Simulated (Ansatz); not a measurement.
Geometry optimisation, Ansatz, RKS PBE0/def2-SVP.

Input:

```yaml
crystal:
  periodic: [false, false, false]
  atoms:
    - { symbol: O, position_ang: [0.7025, -1.7302, -1.2481] }
    - { symbol: Si, position_ang: [-0.5669, -0.9767, -0.2829] }
    - { symbol: "N", position_ang: [0.1393, -0.16, 1.1007] }
    - { symbol: Ge, position_ang: [-0.2297, 1.3094, 0.0264] }
    - { symbol: O, position_ang: [1.1862, 2.0927, -0.5741] }
    - { symbol: F, position_ang: [-1.4652, 2.3107, 0.8909] }
    - { symbol: H, position_ang: [1.0, -2.4588, -0.7299] }
    - { symbol: H, position_ang: [-1.7047, -1.7392, 0.1092] }
    - { symbol: H, position_ang: [-0.5264, -0.1834, 1.9286] }
    - { symbol: H, position_ang: [1.548, 1.4842, -1.2179] }
basis:
  gaussian: { orbitals: def2-SVP }
hamiltonian:
  xc: pbe0
relax:
  f_tol: 0.015
  max_steps: 40
```

Launched with:

```bash
$ ansatz run input.yaml --threads 2 --pin off --max-ram 3072MiB --backend cpu --events-out ev --progress --plain --runs-dir out
```

Q: Where does it end, and by what steps?

A: The run converged. After 26 steps the energy has fallen by 1.217 eV; H7 moved furthest, 0.88 Å.

```csv
step,energy less start (eV),largest force component (eV/Å),accepted
0,0.0000,2.711,yes
1,-0.5677,1.687,yes
2,-0.8104,0.861,yes
3,-0.9208,0.987,yes
4,-1.0065,0.931,yes
5,-1.0615,0.605,yes
6,-1.0199,1.151,no
7,-1.0929,0.181,yes
8,-1.0947,0.095,yes
9,-1.0953,0.026,yes
10,-1.0960,0.055,yes
11,-1.0574,1.468,no
12,-1.0992,0.078,yes
13,-1.1074,0.332,yes
14,-1.1342,0.215,yes
15,-1.1403,0.169,yes
16,-1.0778,2.787,no
17,-1.1596,0.148,yes
18,-1.1704,0.853,yes
19,-1.2017,0.151,yes
20,-1.2080,0.163,yes
21,-1.2042,0.374,no
22,-1.2113,0.177,yes
23,-1.2138,0.152,yes
24,-1.2162,0.058,yes
25,-1.2167,0.022,yes
26,-1.2167,0.011,yes
```

```xyz
10
Properties=species:S:1:pos:R:3
O 0.706 -2.058 -0.780
Si -0.446 -1.058 -0.133
N 0.046 -0.047 1.164
Ge -0.325 1.237 -0.145
O 0.956 2.406 -0.486
F -1.594 2.330 0.315
H 0.388 -2.855 -1.215
H -1.729 -1.823 -0.093
H 0.313 -0.152 2.140
H 1.769 1.969 -0.765
```

Run time: 110 s on 2 threads of AMD EPYC 7R43 64-Core Processor (Zen 3), with other jobs on the host, peak memory 0.35 GiB.
